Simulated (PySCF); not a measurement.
Input of a run (PBE0-D3(BJ)/def2-SVP geometry optimisation, gas phase (PySCF 2.14.0)), started from a GFN2-xTB structure with every atom displaced at random (by about 0.01 Å):
```
{"job": {"xc": "PBE0", "basis": "def2-SVP", "d3": "d3bj", "grid": 1, "shake": 0.01, "kind": "geom"}, "charge": 0, "multiplicity": 1}
N     -3.282080     0.328700     1.262760
C     -2.280350     0.554580     0.795840
Si    -0.646180     0.928150    -0.001180
C     -0.117130    -0.463500    -1.231030
O      1.052990    -1.044220    -0.757320
Si     1.657540    -0.523890     0.670120
O      0.576890     0.655250     1.064970
H     -0.532740     2.297250    -0.502470
H      0.034240    -0.095960    -2.221510
H     -0.899530    -1.265180    -1.288580
H      2.924260     0.138650     0.486070
H      1.551780    -1.538090     1.713300
```

Output (energies in Eh, forces in Eh/bohr):
```
step   0  E = -862.53979354  max force = 0.075866
step   1  E = -862.55012273  max force = 0.007195
step   2  E = -862.55081485  max force = 0.002773
step   3  E = -862.55092506  max force = 0.001291
step   4  E = -862.55094582  max force = 0.000697
step   5  E = -862.55096274  max force = 0.000815
step   6  E = -862.55097163  max force = 0.000822
step   7  E = -862.55097584  max force = 0.000360
optimisation converged
```

Question: Summarise the run.

Answer: The energy falls by 0.304 eV over 8 energy and gradient evaluations, the largest force component goes from 0.0759 to 3.6e-04 Eh/bohr, and the atoms move by 0.095 Å rms after alignment. The bond that changes most is Si6–H11 (oxygen-bound silicon to Si–H hydrogen), which lengthens by 0.044 Å. Bonds longer at the end by more than 0.005 Å: 9 of 12; shorter: 2. Among the angles that change most is H11–Si6–H12, from 118.3° to 111.4°. Among the dihedrals that turn most is H8–Si3–C4–H10, from -131° to -119°. The energy never rose by more than 1e-6 Eh on the way. The first step brought 92 % of the lowering.

Question: What are the final bond lengths?

Answer: N1≡C2 1.160 Å, C2–Si3 1.859 Å, Si3–C4 1.914 Å, C4–O5 1.418 Å, O5–Si6 1.673 Å, Si6–O7 1.681 Å, Si3–O7 1.664 Å, Si3–H8 1.483 Å, C4–H9 1.104 Å, C4–H10 1.104 Å, Si6–H11 1.485 Å, Si6–H12 1.485 Å. Numbering counts from 1 in the input's order; the species is `N#C[Si@@H]1CO[SiH2]O1`.

The run used 131 basis functions and 56 SCF cycles in all.

No PBE0-D3(BJ)/def2-SVP frequencies stand behind this structure, so it isn't proved a minimum.
